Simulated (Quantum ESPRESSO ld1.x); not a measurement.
Task: These are the eigenvalues of the occupied orbitals of an atom or ion with whole-number occupations (hartree). Method: scalar-relativistic Kohn-Sham, LDA (Slater exchange, Perdew-Zunger correlation), spin-polarised, spherical densities, point nucleus; computed with ld1.x of Quantum ESPRESSO 7.5.

1s up: -1026.0933
1s down: -1026.0923
2s up: -159.9962
2s down: -159.9584
2p up: -144.4497
2p down: -144.4195
3s up: -36.1548
3s down: -36.1285
3p up: -31.0659
3p down: -31.0375
3d up: -23.1711
3d down: -23.1339
4s up: -11.1063
4s down: -10.9763
4p up: -9.4794
4p down: -9.3488
4d up: -7.0215

Which element is it, and in what charge state? The configuration may be excited. Open shells, if any, are filled with parallel spins first.

Result: Z = 49, indium, charge +10: In10+ in [Kr] 4d3. The list shows which subshells hold electrons but not how many an open one holds; the 1s level, -1026.1 hartree, gives Z - s = 45.3 by -(Z - s)^2/2, which with screening and relativity narrows Z to a few neighbours, and the depths of the outer levels then fix element, charge and occupations together.
